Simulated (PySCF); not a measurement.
C4H4ClF, SMILES C=C(F)C(=C)Cl.

Geometry optimised at r2SCAN-D4/def2-SVP. Other conformers were not sampled.

Two levels are set side by side: TDDFT-PBE/def2-SVPD (PySCF) and TDDFT-M06-2X/def2-SVPD (PySCF). Vertical, same geometry. The lowest singlet is HOMO−1→LUMO 70 %, HOMO→LUMO 22 % with PBE and HOMO→LUMO 99 % with the other functional; states are paired by order. Differences are taken from unrounded values.

```csv
quantity,TDDFT-M06-2X,TDDFT-PBE,TDDFT-PBE minus TDDFT-M06-2X
lowest singlet excitation (eV),5.74,5.10,-0.64
lowest triplet excitation (TDA) (eV),3.47,3.08,-0.38
first bright state (f over 0.05) (eV),5.74,5.10,-0.64
its oscillator strength,0.53,0.07,-0.46
```

Functionals without exact exchange tend to place singlet excitations lower, as here. Differences between two approximate levels are no errors against the true value.

Rough cost on one machine, each run with all the roots and properties that it gave: TDDFT-M06-2X against TDDFT-PBE about 20 times.
